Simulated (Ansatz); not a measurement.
Job for Ansatz (a quantum-chemistry and plane-wave program): U-CCSD(T)/cc-pVTZ on GaGeH5 (SMILES [GaH2][GeH3]), a point of a bond scan (R = 3.149 Å). The run froze 28 orbitals, filled d shells among them.

Ansatz 0.2 input:
```yaml
crystal:
  periodic: [false, false, false]
  atoms:
    - {symbol: Ga, position_ang: [-1.23043577, -0.07769067, -0.29199579]}
    - {symbol: Ge, position_ang: [1.15729770, 0.07022597, 0.27368514]}
    - {symbol: H, position_ang: [1.98201560, -1.14287734, -0.19965612]}
    - {symbol: H, position_ang: [1.78713141, 1.32896781, -0.36154397]}
    - {symbol: H, position_ang: [1.35929899, 0.19976849, 1.79857150]}
    - {symbol: H, position_ang: [-3.20395663, 2.16798629, 0.69725875]}
    - {symbol: H, position_ang: [-1.80126754, -1.26982717, -1.14605758]}
basis:
  gaussian:
    orbitals: cc-pVTZ
correlation: {method: ccsd_t, electrons: outside_noble_gas}
scf: {omitted_lower_state_checks: [cluster_reference]}
magnetization: {spin_polarized: true, initial_magnetization: 0}
```

Program output:

```
WARN ansatz: RAYON_NUM_THREADS=1 ignored (pool sized by the plan → 1); use --threads N
Functional definition: HF
these checks for a lower state are left out or cut short: cluster_reference
integrals: 0.64 GiB planned
933 factors; integrals over basis functions are off by at most 1.1e-3 eV
mean field: 0.76 GiB planned
mean field evaluation 1: about -108882.9401 eV, gradient 1.1e1 eV
mean field evaluation 2: about -108882.9406 eV, gradient 1.1e1 eV
mean field evaluation 4: about -108884.7426 eV, gradient 1.8e0 eV
mean field evaluation 8: about -108884.7736 eV, gradient 8.4e-2 eV
mean field evaluation 16: about -108886.0380 eV, gradient 2.6e-1 eV
mean field evaluation 32: about -108886.0368 eV, gradient 3.7e-6 eV
mean field -108886.03681655 eV, -4001.4880474018 hartree, gradient 1.6e-6 eV, S^2 0.886403; 6 other end points of the search recorded, 0 dependent functions left out
28 core orbitals not correlated
reference -108886.03681655 eV, -4001.4880474018 hartree; 6, 6 occupied and 122, 122 virtual orbitals, 933 factors
second order -5.02370470 eV of doubles, -0.00000000 eV of singles
coupled cluster: 1.64 GiB planned
cycle   1  -5.77030678 eV  change   -7.5e-1 eV  update   7.3e-2
cycle   2  -6.07605437 eV  change   -3.1e-1 eV  update   3.2e-2
cycle   3  -6.10460002 eV  change   -2.9e-2 eV  update   1.8e-2
cycle   4  -6.11586800 eV  change   -1.1e-2 eV  update   1.5e-2
cycle   5  -6.13646090 eV  change   -2.1e-2 eV  update   1.3e-2
cycle   6  -6.16717350 eV  change   -3.1e-2 eV  update   1.0e-2
cycle   7  -6.20216705 eV  change   -3.5e-2 eV  update   7.6e-3
cycle   8  -6.22304449 eV  change   -2.1e-2 eV  update   4.5e-3
cycle   9  -6.22938498 eV  change   -6.3e-3 eV  update   2.0e-3
cycle  10  -6.23118795 eV  change   -1.8e-3 eV  update   8.4e-4
cycle  11  -6.23186088 eV  change   -6.7e-4 eV  update   4.0e-4
cycle  12  -6.23185524 eV  change    5.6e-6 eV  update   1.5e-4
cycle  13  -6.23179583 eV  change    5.9e-5 eV  update   6.6e-5
cycle  14  -6.23173883 eV  change    5.7e-5 eV  update   3.3e-5
cycle  15  -6.23173172 eV  change    7.1e-6 eV  update   1.6e-5
cycle  16  -6.23173982 eV  change   -8.1e-6 eV  update   9.0e-6
cycle  17  -6.23174181 eV  change   -2.0e-6 eV  update   5.3e-6
cycle  18  -6.23173966 eV  change    2.1e-6 eV  update   3.8e-6
cycle  19  -6.23173607 eV  change    3.6e-6 eV  update   3.0e-6
cycle  20  -6.23173199 eV  change    4.1e-6 eV  update   2.6e-6
cycle  21  -6.23172637 eV  change    5.6e-6 eV  update   2.2e-6
cycle  22  -6.23172115 eV  change    5.2e-6 eV  update   1.6e-6
coupled cluster: 1.65 GiB planned
perturbative correction -0.22757710 eV, -0.0083633042 hartree
Total energy: -108892.49611480 eV, -4001.7254222340 hartree
Checks for a lower state left out: cluster_reference
```

Self-consistency was reached. Its determinant has ⟨S²⟩ = 0.89, a mixture of spin states.

Cost: roughly 50 core-seconds.
